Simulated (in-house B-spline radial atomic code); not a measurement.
Configurations of Si⁸⁺, with energies counted from [He] 2s2 (2p1/2)2. Computed with an all-electron radial atomic-structure program (B-spline basis): Dirac-Hartree-Fock, average of each configuration as written, Fermi nucleus of rms radius 3.1224 fm. Energies include first-order Breit, QED and recoil terms.

| configuration | E - E(ref) (eV) | highest orbital | its <r> (bohr) |
| --- | --- | --- | --- |
| [He] 2s2 (2p3/2)2 | -0.13052 | 2p3/2 | 0.4473 |
| [He] 2s2 (2p1/2)1 (5g9/2)1 | 302.45 | 5g9/2 | 3.055 |
| [He] 2s2 (2p3/2)1 (5f5/2)1 | 303.24 | 5f5/2 | 3.488 |
| [He] 2s1 (2p1/2)2 (4f7/2)1 | 309.13 | 4f7/2 | 1.993 |
| [He] 2s1 (2p1/2)2 (5p1/2)1 | 330.92 | 5p1/2 | 3.789 |
| [He] 2s1 (2p3/2)2 (6d5/2)1 | 346.85 | 6d5/2 | 5.555 |

Task: Order these further configurations by energy, lowest first.
A. [He] 2s2 (2p3/2)1 (6p1/2)1
B. [He] 2s2 (2p3/2)1 (6f7/2)1
C. [He] 2s2 (2p1/2)1 (4f7/2)1
D. [He] 2s2 (2p1/2)1 (4d3/2)1
E. [He] 2s2 (2p1/2)1 (2p3/2)1

Result: E (-1.8331 eV), D (275.54 eV), C (277.53 eV), A (315.14 eV), B (316.74 eV).

Task: How far above the reference does [He] 2s2 (2p1/2)1 3s1 lie?

Result: 197.77 eV; its least bound orbital is 3s1/2 with <r> = 1.248 bohr.

Task: How far above the reference does [He] 2s1 (2p1/2)1 (2p3/2)1 (3d3/2)1 lie?

Result: 249.41 eV; its least bound orbital is 3d3/2 with <r> = 1.105 bohr.

Task: Is the reference the lowest configuration at this level of theory?

Result: No: [He] 2s2 (2p1/2)1 (2p3/2)1 lies 1.833 eV lower. Averages of configurations without correlation can order differently from the measured ground levels.
